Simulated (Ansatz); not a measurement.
Reaction (cleavage of the Al–B bond): `[BH2][AlH][O]C` + `[SiH3]S` → `C[O][AlH][S][SiH3]` + BH₃

Gas-phase electronic energies from Ansatz, PBE0-D4/def2-TZVP geometries. CBS: MP2 limit from def2 TZ/QZ plus the TZ coupled-cluster correction, frozen cores. This one scheme is used for every species. DFT in def2-TZVPP. B3LYP here is the variant with VWN-RPA as its local correlation; programs differ in this. One conformer a species, not always the lowest.

Is it downhill or uphill in electronic energy at CCSD(T)/CBS, and by how much? (Best estimate.)

Computed: Downhill: ΔE = -36.8 kcal/mol.

What do these levels give: r2SCAN-D4, B3LYP-D4, ωB97M-V, SCS-MP2/def2-TZVPP, SCS-MP2/def2-QZVPP, MP2/CBS(def2)? (Best estimate.)

Ansatz gave: r2SCAN-D4 -36.8, B3LYP-D4 -36.5, ωB97M-V -36.7, SCS-MP2/def2-TZVPP -37.9, SCS-MP2/def2-QZVPP -38.3, MP2/CBS(def2) -40.1 kcal/mol.

Largest T1 diagnostic among the species: 0.012.

From PBE to PBE0 (25 % exact exchange), in def2-TZVPP and without D4, ΔE moves by −1.7 kcal/mol. The D4 term adds −2.6 kcal/mol with B3LYP and −1.5 kcal/mol with PBE0; it sums over pairs of atoms, weighted by their polarisabilities, and B3LYP, whose exchange is more repulsive, gets the larger term.
